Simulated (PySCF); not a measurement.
## CHCl2, SMILES `Cl[CH]Cl` (charge 0, multiplicity 2)

Computed with TPSSh-D3(BJ)/def2-TZVP // PBE0-D3(BJ)/def2-TZVP (PySCF).

The highest occupied spin orbital is -5.57 eV. The dipole moment comes out as 0.90 D. The total energy comes out as -959.1252 Ha. The cost is very roughly 3 core-minutes.

```xyz
4

Cl     1.4682    -0.6658    -0.0218
C     -0.0016     0.1536     0.1337
Cl    -1.4534    -0.6977    -0.0211
H     -0.0132     1.2099    -0.0908
```
Charge 0, spin multiplicity 2.
